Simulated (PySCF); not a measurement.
## A small calculation by hand: chemical shift, span and skew from a shielding tensor

C₃H₆FNSi, SMILES F[C@@H]1CN=C[SiH2]1. Atoms are numbered in the order given.

```xyz
12

F     -1.4239     0.7010     1.1210
C     -0.9398     0.4972    -0.1839
C     -0.9219    -1.0154    -0.4696
N      0.3528    -1.6688    -0.1534
C      1.3492    -0.8820     0.0222
Si     0.9178     0.9591    -0.1855
H     -1.6072     1.0329    -0.8774
H     -1.1330    -1.2139    -1.5351
H     -1.7248    -1.5015     0.1084
H      2.3255    -1.3401     0.2403
H      1.3074     1.8688     0.9202
H      1.4030     1.4992    -1.4866
```
Charge 0, spin multiplicity 1.

Coordinates come from a TPSSh-D3(BJ)/def2-SVP optimisation. The structure was generated by enumeration; whether it is a known compound was not checked. Other conformers were not sampled.

GIAO shieldings from PySCF with PBE/pcSseg-1, non-relativistic, no solvent. The symmetric part of the tensor of F1 has the principal values 281.8, 407.4, 442.6 ppm. The same nucleus in CFCl3 has σ = 133.6 ppm at this level (PySCF, at its B3LYP-D3(BJ)/def2-TZVP geometry).

Q: Work out the isotropic shielding, the ¹⁹F shift against CFCl3, the span and the skew.

A: 
σ(iso) = (σ11 + σ22 + σ33)/3 = 377.3 ppm. δ = σ(ref) − σ(iso) = 133.6 − (377.3) = -243.7 ppm.
Span Ω = σ33 − σ11 = 160.8 ppm. Skew κ = 3(σ(iso) − σ22)/Ω = -0.56. Tumbling in solution averages the tensor to δ; in a static solid the shielding alone would spread this spin-1/2 line over Ω.
